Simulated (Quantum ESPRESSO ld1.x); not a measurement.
Results of a calculation; reference values are marked as such.
The nitrogen ion N4+, configuration [He] 2s1. Level of theory: scalar-relativistic Kohn-Sham, exchange-only LDA, spin-polarised, spherical densities, point nucleus; open shells are filled with parallel spins first (ld1.x of Quantum ESPRESSO 7.5). Some entries of the table are withheld. Estimate them.

orbital,occ.,eigenvalue (eV),<r^2> (bohr^2),<r> (bohr)
1s up,1,-474.345,0.07133,0.2298
1s down,1,-472.785,0.07092,0.2294
2s up,1,-88.1054,1.296,1.053
2s down,0,-78.4938,1.352,1.071
2p up,0,-78.1792,(1),0.9612
2p down,0,-69.4086,(2),0.9659
3s up,0,-32.7308,7.447,2.558
3s down,0,-30.0961,8.465,2.730
3d up,0,-28.9025,5.432,2.171
3d down,0,-24.7478,7.330,2.524

Answer. 
(1) 2p up <r^2> (bohr^2): 1.117
(2) 2p down <r^2> (bohr^2): 1.143
